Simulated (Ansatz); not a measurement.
`FC(F)=C(F)C(F)F` + HI → `FC(F)=C(F)I` + `FCF` at 700 K and 1 bar (substitution at a C–C bond).

Program: Ansatz. Geometries: PBE0-D4/def2-TZVP. ΔE: electronic, gas phase. CBS: MP2 limit from def2 TZ/QZ plus the TZ coupled-cluster correction, frozen cores. This one scheme is used for every species. def2 core potentials past Kr. For I outer-core shells are correlated without core-valence functions, which leaves a few kJ/mol of doubt a bond. One conformer a species, not always the lowest.

| species | CCSD(T)/CBS energy (Eh) | H − E (kJ/mol) | S (J/(mol·K)) |
| --- | --- | --- | --- |
| `FC(F)=C(F)C(F)F` | -613.65073 | 190.8 | 476.6 |
| HI | -298.03592 | 34.6 | 231.7 |
| `FC(F)=C(F)I` | -672.84860 | 109.9 | 426.9 |
| `FCF` | -238.82660 | 120.2 | 293.9 |

H − E and S are ideal-gas, rigid-rotor, harmonic terms from PBE0-D4/def2-TZVP, for one conformer and one mirror image of each species. 1 Eh = 2625.50 kJ/mol, R = 8.31446 J/(mol·K).

By hand: ΔE, ΔH, ΔS and ΔG.

ΔE = (-672.84860) + (-238.82660) − (-613.65073) − (-298.03592) = 0.01145 Eh = 30.1 kJ/mol. Δ(H − E) = 109.9 + 120.2 − 190.8 − 34.6 = 4.7, so ΔH = 34.8 kJ/mol. ΔS = 426.9 + 293.9 − 476.6 − 231.7 = 12.5 J/(mol·K). ΔG = 34.8 − 700 × (12.5)/1000 = 26.0 kJ/mol.

By hand: the equilibrium constant, and the temperature at which ΔG would vanish if ΔH and ΔS stayed fixed.

log₁₀ K = −ΔG/(RT ln 10) = -1.9. ΔG = 0 at ΔH/ΔS = 2784 K, far beyond where these terms or the molecules hold.

The number of gas molecules stays the same, so ΔS is small and ΔH decides. A doubt of 5 kJ/mol in ΔE shifts log₁₀ K by 0.4 here. Other conformers and mirror images would add mixing entropy, several J/(mol·K) or more a flexible species. Modes under 60 cm⁻¹, often nearly free rotors, make the harmonic entropy too high. These are equilibria of isolated gas molecules and say nothing of rates. Largest T1 diagnostic: 0.013 (customary marks: 0.02 for closed shells, 0.045 for open ones).
